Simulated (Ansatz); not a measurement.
Calculated with Ansatz (gas phase, PBE0-D4/def2-TZVP geometries, no zero-point term in ΔE). CCSD(T)/CBS adds triple-zeta CCSD(T) − MP2 to the extrapolated MP2 energy (def2 sets, frozen cores). This one scheme is used for every species. Functionals use def2-TZVPP. One conformer a species, not always the lowest.

Reaction (ligand exchange at the Si–N bond): `O[SiH](O)N[SiH2]F` + `N[SiH](O)F` → `O[SiH](F)N[SiH2]F` + `N[SiH](O)O`

```json
{"level": "r2SCAN-D4", "ΔE (kJ/mol)": "6.5"}
{"level": "PBE0", "ΔE (kJ/mol)": "4.3"}
{"level": "MP2/def2-TZVPP", "ΔE (kJ/mol)": "4.9"}
{"level": "HF/CBS(def2)", "ΔE (kJ/mol)": "2.2"}
```

Task: What does CCSD(T)/CBS give? (An estimate is asked.)

Result: Ansatz gave: +4.4 kJ/mol. The listed levels differ from it by 2.1, -0.1, 0.5, -2.2 kJ/mol.

Largest T1 diagnostic among the species: 0.012.
